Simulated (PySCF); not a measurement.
**Radial density of Ne²⁺ (neon, charge +2)**

UHF, [He] 2s2 2p4, high-spin 3P determinant. Calculation: PySCF 2.14, in x2c-SVPall (3s2p1d, 14 functions); the spin-free X2C one-electron Hamiltonian (Gaussian nucleus).

| r (bohr) | 4πr²ρ (e/bohr) | 4πr²(ρα − ρβ) |
| --- | --- | --- |
| 0.00267 | 0.05274 | 0.0001 |
| 0.00450 | 0.1470 | 0.0003 |
| 0.00757 | 0.3993 | 0.0009 |
| 0.0127 | 1.023 | 0.0024 |
| 0.0214 | 2.385 | 0.0055 |
| 0.0360 | 5.028 | 0.0120 |
| 0.0606 | 8.678 | 0.0280 |
| 0.102 | 10.98 | 0.0966 |
| 0.171 | 8.511 | 0.4074 |
| 0.288 | 4.961 | 1.2210 |
| 0.485 | 6.452 | 2.3400 |
| 0.815 | 6.072 | 1.9199 |
| 1.37 | 1.603 | 0.4485 |
| 2.31 | 0.1257 | 0.0359 |
| 3.88 | 0.0001886 | 0.0001 |

Densities and radii are taken from the X2C orbitals without a picture-change correction, which distorts them close to the nucleus.
